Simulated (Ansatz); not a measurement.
Coupled-cluster diagnostics for SiH2MeEt (C3H10Si), Ansatz.

Geometry of the singlet (PBE0-D4/def2-SVP):

| atom | x (Å) | y (Å) | z (Å) |
| --- | --- | --- | --- |
| C1 | 0.549 | 1.981 | -1.059 |
| C2 | 0.075 | -0.964 | -0.165 |
| C3 | -0.448 | -1.939 | 0.886 |
| Si4 | -0.150 | 0.857 | 0.278 |
| H5 | -1.610 | 1.144 | 0.470 |
| H6 | 0.533 | 1.138 | 1.584 |
| H7 | 0.047 | 1.805 | -2.023 |
| H8 | 1.627 | 1.803 | -1.198 |
| H9 | 0.413 | 3.042 | -0.795 |
| H10 | 1.151 | -1.135 | -0.349 |
| H11 | -0.424 | -1.138 | -1.135 |
| H12 | -0.298 | -2.988 | 0.583 |
| H13 | 0.062 | -1.803 | 1.854 |
| H14 | -1.526 | -1.802 | 1.066 |

Correlated methods freeze 8 core orbitals. Another isomer (singlet) lies 0.56 eV lower at PBE0-D4/def2-TZVP; other spin states weren't run for this one.

**Question.** Estimate the CCSD(T) correlation energy, the shares of MP2 and (T), T1 and the reference's ⟨S²⟩ for: charge 0, singlet, own geometry in def2-TZVP; and the rough time on 2 threads of AMD EPYC 9R45 on a shared host.

**Answer.** 
```csv
state,basis,correlation (eV),MP2 share (%),(T) share (%),T1,⟨S²⟩ (pure),wall time
"charge 0, singlet, own geometry",def2-TZVP,-19.798,87.8,3.5,0.010,0.00 (0.00),23 s
```
Customary marks for T1 are 0.02 (closed shells), 0.045 (open shells) and about 0.05 (3d metals). T1 stays under 0.02 throughout.
